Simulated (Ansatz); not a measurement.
Relaxation of CH₈ClNSi (12 atoms, charge 0, multiplicity 1), to a largest force component of 0.03 eV/Å in at most 50 steps.

Method: RHF/def2-SVP (Ansatz 0.2.0).

```xyz
12
Properties=species:S:1:pos:R:3
Si 0.196 -0.354 -0.830
C 0.897 -0.518 0.907
H -0.991 -1.237 -0.967
H 1.203 -0.856 -1.798
N -0.082 1.300 -1.238
H -1.343 -0.437 1.704
Cl -2.342 0.332 1.391
H 0.664 -1.489 1.357
H 1.988 -0.446 0.851
H 0.578 0.277 1.581
H 0.023 1.600 -2.188
H -0.794 1.829 -0.771
```

Q: Where does it end, and by what steps?

A: The run converged. The force dipped under the threshold on the way, but the program's further checks kept it going. After 20 steps the energy has fallen by 0.252 eV; H6 moved furthest, 1.56 Å.

```tsv
step	energy less start (eV)	largest force component (eV/Å)	accepted
0	0.0000	0.930	yes
1	-0.1053	0.479	yes
2	-0.1488	0.280	yes
3	-0.1756	0.199	yes
4	-0.1899	0.301	yes
5	-0.1899	0.351	yes
6	-0.2225	0.162	yes
7	-0.2279	0.236	yes
8	-0.2348	0.151	yes
9	-0.2076	1.379	no
10	-0.2379	0.072	yes
11	-0.2400	0.270	yes
12	-0.2413	0.463	yes
13	-0.2438	0.396	yes
14	-0.2476	0.074	yes
15	-0.2504	0.031	yes
16	-0.2510	0.026	yes
17	-0.2504	0.221	no
18	-0.2513	0.088	yes
19	-0.2517	0.042	yes
20	-0.2518	0.012	yes
```

```xyz
12
Properties=species:S:1:pos:R:3
Si 0.304 -0.448 -0.776
C 1.302 -0.558 0.812
H -0.893 -1.331 -0.615
H 1.061 -0.974 -1.938
N -0.089 1.196 -1.130
H -2.707 -0.197 0.991
Cl -2.608 0.814 1.760
H 1.569 -1.594 1.034
H 2.221 0.027 0.735
H 0.724 -0.173 1.656
H -0.303 1.478 -2.066
H -0.581 1.760 -0.463
```

Whether the end is a true minimum wasn't checked by a vibrational analysis.

Run time: 27 s on 2 threads of AMD EPYC 7B13 (Zen 3), with other jobs on the host, peak memory 0.22 GiB.
